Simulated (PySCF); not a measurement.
**From computed data to an observable: oscillator strength and radiative lifetime**

Be(Et)(SH) (C2H6BeS), SMILES C[CH2][Be][SH].

Geometry optimised at PBE0-D3(BJ)/def2-SVP. Other conformers were not sampled.

PySCF 2.14.0 with TDDFT-B3LYP/def2-SVPD puts the first singlet state with f over 0.02 at 5.97 eV (vertical), with the transition dipole (0.087, -0.129, 0.575) in atomic units.

Task: Find the oscillator strength, the wavelength and the radiative lifetime that this transition would have in vacuum if emission retraced absorption.

Result: 
|μ|² = 0.3548 au, so |μ| = 1.51 D. ΔE = 5.97/27.211 = 0.2194 hartree. f = (2/3) ΔE |μ|² = 0.052 (the program prints 0.052).
λ = 1239.84/5.97 = 208 nm; ν = 48151 cm⁻¹.
Einstein's coefficient A = 0.6670 ν² f s⁻¹ (ν in cm⁻¹) = 8.0e7 s⁻¹, so τ = 1/A = 12 ns. This state is S2; the lower singlet has f = 0.002. The figure is the radiative limit of this one transition; relaxation, internal conversion, crossing to triplets and a medium change what is measured.
